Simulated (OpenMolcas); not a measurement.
## Te+: thermal populations, worked from levels

| Quantity | Value |
| --- | --- |
| Program | OpenMolcas 26.06 |
| Basis | ANO-RCC-VQZP [8s7p5d3f2g] |
| Scalar Hamiltonian | DKH2, point nucleus |
| Active space | 5 electrons in 8 orbitals (5s 5p 6s 6p) |
| State averaging | 2S+1 = 4 odd, 1 root; 2S+1 = 2 odd, 8 roots; 2S+1 = 4 even, 3 roots; 2S+1 = 2 even, 6 roots |
| Spin-orbit coupling | RASSI with atomic mean-field integrals over the reference wave functions, term energies averaged over their components |

Methods: CASSCF; SS-CASPT2, IPEA 0.25 Eh, imaginary shift 0.1 Eh (closed shells correlated: 4d). Measured levels: NIST Handbook of Basic Atomic Spectroscopic Data.

**Thermal populations.** Z = Σ (2J + 1) exp(-E/kT) with k = 0.695035 cm-1/K, over the levels below. No other level of either list lies under 78600 cm-1, which is above 7 kT at each temperature.

| Level | 2J + 1 | SS-CASPT2 | measured |
| --- | --- | --- | --- |
| 5s² 5p³ ⁴S°_3/2 | 4 | 0.0 | 0.0 |
| 5s² 5p³ ²D°_3/2 | 4 | 11260 | 10222 |
| 5s² 5p³ ²D°_5/2 | 6 | 13070 | 12422 |
| 5s² 5p³ ²P°_1/2 | 2 | 22160 | 20547 |
| 5s² 5p³ ²P°_3/2 | 4 | 24650 | 24032 |
| 5s 5p⁴ ⁴P_5/2 | 6 | 73970 | 71193 |
| 5s 5p⁴ ⁴P_3/2 | 4 | 77420 | 74893 |

```
T (K)  Z, SS-CASPT2  Z, measured levels  Ground level (%), SS-CASPT2  Ground level (%), measured levels
 5000         4.303               4.389                         93.0                               91.1
 8000         5.184               5.382                         77.2                               74.3
12000         6.639               6.924                         60.3                               57.8
```

At 12000 K, kT = 8340 cm-1, and the computed levels give Z = 4.000 + 1.037 + 1.252 + 0.140 + 0.208 + 0.001 + 0.000 = 6.639.

Term energies are means over components that CASPT2 splits; among the terms shown or strongly mixed into the levels shown the widest spread is 130 cm-1 (5s² 5p³ ²D°, SS-CASPT2). Over all roots computed the reference weight is 0.81 to 0.91 in SS-CASPT2; the roots of lowest weight are the least certain, and an intruder state may touch them. Active for correlation alone: 6p 6s; no level in the range computed is led by a configuration that fills them, so any true level of that kind is missing. Terms of s pⁿ other than that of highest spin mix with s² pⁿ⁻² d, which this space lacks; all of them can be thousands of cm-1 off, and some have no real level of that name. Measured partners are found by configuration, term and J. A level has none where our copy of the source lacks it or the pairing is in doubt (some pairs that miss far off the trend of their configuration count as doubtful), and it then counts in no deviation. Only configurations of the active space appear.

° marks odd parity.
